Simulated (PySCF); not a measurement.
[Ce(NH3)3]3+ at several levels of theory

Computed with PySCF 2.14.0 (density fitting, no spin-orbit coupling) at the geometry relaxed with r2SCAN:

```xyz
13
[Ce(NH3)3]3+ (singlet in the valence; each metal's 4f electrons, 1 of them, lie in its core potential, out of spins and levels)
Ce    0.0000    0.0000   -0.0101
N     2.5537    0.0008    0.0105
H     3.0007   -0.6539    0.6794
H     3.0092   -0.2523   -0.8869
H     3.0039    0.9054    0.2435
N    -1.2776    2.2111    0.0105
H    -0.9340    2.9256    0.6794
H    -1.2861    2.7322   -0.8869
H    -2.2861    2.1488    0.2435
N    -1.2761   -2.2120    0.0105
H    -2.0666   -2.2717    0.6794
H    -1.7231   -2.4799   -0.8869
H    -0.7178   -3.0542    0.2435
```

```tsv
level	basis	state	HOMO (eV)	gap (eV)	charge on Ce1 (e)	population of f-type functions on Ce1 (polarisation alone where 4f lies in the core)	dipole about the centre of mass (D)	largest force component (eV/Å)
r2SCAN	Ce lcecp-1-SVP with ECP47, N def2-SVP, H def2-SVP	singlet	-22.54	5.95	1.94	0.03	0.03	0.03
PBE0	the same	singlet	-23.74	7.63	1.94	0.03	0.03	0.06
revPBE	the same	singlet	-22.19	5.27	1.83	0.03	0.03	0.30
wB97X	the same	singlet	-26.20	12.37	2.00	0.03	0.03	0.09
r2SCAN	Ce lcecp-1-TZVP with ECP47, N def2-TZVP, H def2-TZVP	singlet	-22.46	5.97	2.16	0.04	0.03	0.38
PBE0	Ce def2-SVP with ECP28, N def2-SVP, H def2-SVP	doublet	-23.47	5.90	1.94	1.12	0.03	0.23
```

In the lcecp rows the 4f levels are missing from HOMO and gap, and the state counts the valence alone.

HOMO and gap are taken over both spins. Charges are Mulliken's, which hang on the basis. The relaxation used the grid (50, 194), these runs (75, 302) or, all-electron (x2c bases, spin-free X2C Hamiltonian), (99, 590).

What does BP86 with Ce lcecp-1-SVP with ECP47, N def2-SVP, H def2-SVP give here?

state singlet, HOMO (eV) -22.32, gap (eV) 5.32, charge on Ce1 (e) 1.83, population of f-type functions on Ce1 (polarisation alone where 4f lies in the core) 0.03, dipole about the centre of mass (D) 0.03, largest force component (eV/Å) 0.37. Time: 9.4 s on 2 threads of Arm Neoverse V1, with other jobs on the host, from an already converged density.

In the first row's basis the gap widens with exact exchange: 5.3 to 6.0 eV for revPBE, BP86, r2SCAN (none); 7.6 eV for PBE0 (a fixed share); 12.4 eV for wB97X (rising or full at long range).

No frequency check is given that shows the relaxed geometry to be a minimum. An lcecp potential fixes the number of 4f electrons, so in runs with it no electron can move into or out of that shell.

Rows with open f shells in the valence may stand above their lowest state, and their gaps can end on f levels.
